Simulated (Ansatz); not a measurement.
Basis sets compared for `Cl[Si](Cl)(Cl)Cc1ccc(-c2cnc(-c3ccccc3)nc2)cc1`. The state is a singlet with charge 0. Geometry PBE-D4/def2-SVP. Ansatz on 2 threads of AMD EPYC 7R13 on a shared host and a share (18 GiB) of an NVIDIA H100 80GB HBM3; times are rough, and most runs start from earlier orbitals.

```xyz
36

Cl   -3.556    2.589   -4.956
Si   -4.293    3.764   -3.422
Cl   -5.383    5.320   -4.242
Cl   -5.547    2.610   -2.251
C    -2.880    4.452   -2.385
C    -2.079    3.361   -1.724
C    -1.016    2.731   -2.403
C    -0.301    1.687   -1.807
C    -0.627    1.227   -0.511
C     0.131    0.128    0.117
C     0.656   -0.959   -0.619
N     1.353   -1.949   -0.065
C     1.549   -1.899    1.272
C     2.329   -2.994    1.897
C     2.813   -4.063    1.110
C     3.553   -5.094    1.701
C     3.820   -5.071    3.080
C     3.342   -4.009    3.869
C     2.600   -2.977    3.283
N     1.083   -0.918    2.078
C     0.396    0.069    1.505
C    -1.698    1.856    0.164
C    -2.411    2.900   -0.434
H    -3.341    5.137   -1.643
H    -2.261    5.070   -3.068
H    -0.740    3.068   -3.414
H     0.544    1.236   -2.349
H     0.475   -1.029   -1.708
H     2.591   -4.059    0.033
H     3.925   -5.924    1.081
H     4.403   -5.882    3.543
H     3.550   -3.988    4.950
H     2.215   -2.136    3.878
H     0.049    0.882    2.170
H    -1.994    1.504    1.164
H    -3.251    3.362    0.108
```

Single mean-field runs in def2-SVP, def2-TZVP are fitted with def2-universal-jkfit.

Binding counts from free atoms (Cl doublet, Si triplet, C triplet, N quartet, H doublet) in the same basis, without a counterpoise term.

| level | functions | energy (Eh) | HOMO (eV) | LUMO (eV) | binding per atom (eV) | wall time |
| --- | --- | --- | --- | --- | --- | --- |
| PBE-D4/def2-SVP | 403 | -2432.7423 | -5.57 | -2.63 | 5.32 | 2.9 s |
| PBE0-D4/def2-SVP | 403 | -2432.9402 | -6.56 | -1.91 | 5.20 | 3.3 s |

(1) Estimate the rows for PBE-D4/def2-TZVP, PBE0-D4/def2-TZVP (with forces).

Answers

(1) 
| level | functions | energy (Eh) | HOMO (eV) | LUMO (eV) | binding per atom (eV) | wall time |
| --- | --- | --- | --- | --- | --- | --- |
| PBE-D4/def2-TZVP | 815 | -2434.1293 | -5.67 | -2.71 | 5.25 | 3.5 s |
| PBE0-D4/def2-TZVP (with forces) | 815 | -2434.3146 | -6.55 | -1.95 | 5.13 | 5.5 s |
